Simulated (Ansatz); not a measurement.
Start from `B[CH2][Al]([OH])[Cl]` and change one atom or group to get `[OH][Al]([Cl])[Br]`.

Ansatz, PBE0-D4/def2-TZVP geometries, multiplicity 1. Each molecule was computed in one conformer, which needn't be the lowest.

Scalar relativity is left out up to krypton. Spin–orbit coupling is left out; it splits and shifts lone-pair levels of the heavy atoms by tenths of an eV.

```json
{"property": "HOMO–LUMO gap (PBE0/def2-TZVPP) / eV", "`B[CH2][Al]([OH])[Cl]`": "7.26"}
{"property": "HOMO–LUMO gap (B3LYP/def2-TZVPP) / eV", "`B[CH2][Al]([OH])[Cl]`": "6.82"}
{"property": "size of the dipole moment (B3LYP/def2-TZVPP) / D", "`B[CH2][Al]([OH])[Cl]`": "1.37"}
{"property": "HOMO–LUMO gap (PBE/def2-TZVPP) / eV", "`B[CH2][Al]([OH])[Cl]`": "5.10"}
{"property": "LUMO energy (ωB97M-V/def2-TZVPP) / eV", "`B[CH2][Al]([OH])[Cl]`": "0.26"}
{"property": "LUMO energy (PBE0/def2-TZVPP) / eV", "`B[CH2][Al]([OH])[Cl]`": "-1.59"}
```

Problem. What does the change do to each property? (Best estimate.)

Solution. Computed: 
| property | `[OH][Al]([Cl])[Br]` | shift |
| --- | --- | --- |
| HOMO–LUMO gap (PBE0/def2-TZVPP) / eV | 7.77 | 0.51 |
| HOMO–LUMO gap (B3LYP/def2-TZVPP) / eV | 7.19 | 0.37 |
| size of the dipole moment (B3LYP/def2-TZVPP) / D | 1.62 | 0.25 |
| HOMO–LUMO gap (PBE/def2-TZVPP) / eV | 5.58 | 0.48 |
| LUMO energy (ωB97M-V/def2-TZVPP) / eV | 0.62 | 0.36 |
| LUMO energy (PBE0/def2-TZVPP) / eV | -1.07 | 0.52 |

The zero-point energy changes by -121.3 kJ/mol with -15 modes. Dipoles are sizes alone; their direction can turn.

Positive LUMOs are unbound, so they and the gaps depend on the basis.

B3LYP here is the variant with VWN-RPA as its local correlation; programs differ in this.
